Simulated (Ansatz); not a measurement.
Ansatz (a first-principles code) input (PBE-QIDH/def2-TZVPD):

Ansatz 0.2 input:
```yaml
crystal:
  periodic: [false, false, false]
  atoms:
    - {symbol: Mg, position_ang: [0.00044284, 0.00155158, 0.00008705]}
    - {symbol: O, position_ang: [-0.16881874, -0.05431306, 1.76260046]}
    - {symbol: O, position_ang: [0.16692240, 0.04766886, -1.76297324]}
    - {symbol: H, position_ang: [0.14554465, -0.17160218, 2.65193648]}
    - {symbol: H, position_ang: [-0.13568805, 0.20613678, -2.64999887]}
basis:
  gaussian:
    orbitals: def2-TZVPD
hamiltonian:
  xc: {name: PBE-QIDH}
magnetization: {spin_polarized: false}
correlation: {electrons: outside_noble_gas}
```

End of the output:

```
integrals: 0.11 GiB planned
958 factors; integrals over basis functions are off by at most 1.1e-3 eV
mean field: 0.46 GiB planned
mean field evaluation 1: about -9551.9043 eV, gradient 6.8e1 eV
mean field evaluation 2: about -9551.9045 eV, gradient 6.8e1 eV
mean field evaluation 4: about -9559.5963 eV, gradient 2.6e0 eV
mean field evaluation 8: about -9559.6127 eV, gradient 5.5e-2 eV
mean field evaluation 16: about -9559.6127 eV, gradient 1.1e-5 eV
mean field -9559.61272346 eV, -351.3092878490 hartree, gradient 2.1e-6 eV, S^2 0.000000; 0 other end points of the search recorded, 0 dependent functions left out
7 core orbitals not correlated
reference -9559.61274072 eV, -351.3092884831 hartree; 8, 8 occupied and 118, 118 virtual orbitals, 958 factors
second order -16.15688198 eV of doubles, -0.00000000 eV of singles
Total energy: -9564.99836804 eV, -351.5072066369 hartree
```
